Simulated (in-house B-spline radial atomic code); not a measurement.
# Te V (Te4+): 1s1 2s2 2p6 3s2 3p6 3d10 4s1 4p6 4d10 5s2 5p2 (with a hole in an inner shell)

Computed with a radial B-spline atomic code at the basis-set limit: Dirac-Kohn-Sham B3LYP, spherical fractional occupations, Fermi nucleus of rms radius 4.7423 fm.

Z_r = [3n² - l(l+1)]/(2<r>); Z_e = n√(-2ε); the last column is Slater's effective charge. Values are occupation-weighted means over j. An effective charge above Z reflects the relativistic contraction of the inner shells.

```
shell  electrons   ε (eV)  <r> (bohr)    Z_r    Z_e  Slater
   1s          1   -32364     0.02765  54.25  48.77   52.00
   2s          2  -5119.9      0.1177  50.96  38.80   48.70
   2p          6  -4656.3      0.1025  48.78  37.00   48.70
   3s          2  -1089.8      0.3156  42.78  26.85   41.75
   3p          6  -930.65      0.3118  40.09  24.81   41.75
   3d         10  -675.55       0.288  36.45  21.14   31.85
   4s          1  -236.79      0.7393  32.46  16.69   25.60
   4p          6  -187.13      0.7831  29.37  14.83   25.60
   4d         10  -106.84      0.8898  23.60  11.21   14.85
   5s          2   -61.66       1.751  21.41  10.64    9.50
   5p          2  -47.047       1.981  18.42   9.30    9.50
```

The least bound orbital is 5p3/2 at -46.47 eV, and it is also the most diffuse (<r> = 2.001 bohr). The part-filled 1s shell lies below the filled 5s shell in orbital energy.

Spin-orbit splittings of the orbital energies (j = l + 1/2 above j = l - 1/2 when positive): 2p 292.6 eV, 3p 55.36 eV, 3d 11.9 eV, 4p 11.12 eV, 4d 1.861 eV, 5p 1.718 eV.

For the 1s electron the small component carries 3.7 % of the norm, the zero-frequency Breit interaction raises the level by 52.66 eV, self-energy by 44.34 eV, and vacuum polarisation lowers it by 6.026 eV.

The density falls to 0.001 bohr⁻³ at 3.484 bohr; Σ<r²> = 31.655 bohr² gives, by the non-relativistic formula and without the paramagnetism of open shells, a Langevin diamagnetic susceptibility of -25.07×10⁻⁶ cm³/mol.

Caution: exact exchange at fractional occupations of open shells leaves self-interaction of up to several eV.
